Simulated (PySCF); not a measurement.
**Assigning NMR signals**

Atoms are numbered as in `[CH3:1][c:2]1[cH:3][c:4]([CH3:5])[c:6]([C:7](=[O:8])[F:9])[o:10]1`; H(Xn) means a hydrogen on atom n.

PySCF calculation with GFN2-xTB geometry and shieldings: GIAO PBE0/pcSseg-1; relativity neglected, single conformer, no solvent model, fast rotation and ring inversion assumed for equivalent nuclei.

Shifts are taken against calculated references (same method and geometry level): TMS for $^{13}$C (186.93 ppm), $^{1}$H (31.72 ppm).

Task: Assign these signals to the numbered atoms. $^{13}$C{$^{1}$H} NMR (computed): δ 164.9 (C), 157.0 (C), 151.5 (C), 140.9 (C), 120.2 (CH), 16.8 (CH3), 15.2 (CH3).

Result: 
```tsv
δ (ppm)	atoms	environment	reason
164.9	C2	substituted aromatic carbon next to the ring oxygen	–
157.0	C7	carbonyl carbon	–
151.5	C4	substituted aromatic carbon	–
140.9	C6	substituted aromatic carbon next to the ring oxygen	–
120.2	C3	aromatic CH	–
16.8	C1	methyl carbon on an aromatic ring	a saturated carbon with 1 carbon neighbour and no heteroatom attached
15.2	C5	methyl carbon on an aromatic ring	–
```

C1 and C5 lie closer than the usual error of such a calculation, so a measured spectrum could show them in the other order.

Task: Assign these signals to the numbered atoms. $^{1}$H NMR (300 MHz, computed): δ 6.37 (s, 1H), 2.59 (s, 3H), 2.47 (s, 3H).

Result: 
| δ (ppm) | atoms | environment | reason |
| --- | --- | --- | --- |
| 6.37 | H(C3) | hydrogen on an aromatic CH | ring-current deshielding |
| 2.59 | H(C5) | hydrogen on a methyl carbon on an aromatic ring | benzylic-type position, deshielded by the ring |
| 2.47 | H(C1) | hydrogen on a methyl carbon on an aromatic ring | – |

H(C5) and H(C1) lie closer than the usual error of such a calculation, so a measured spectrum could show them in the other order.

Splittings by $^{19}$F in the carbon and heteronuclear signals aren't shown, as no couplings were computed. Shifts are as computed. Against solution values, carbons near 30 ppm lie about +3 ppm off and those near 130 ppm about +5 ppm. Of 1211 compounds with measured shifts, 218 miss one by over three times the rms of a fit or turn the order of signals round; such compounds aren't used in these exercises. No couplings were computed; multiplicities are counted from neighbouring protons, with m where these are inequivalent, close in shift, in a saturated or five-membered ring or joined by F or P, and br s for small geminal =CH2 splittings.
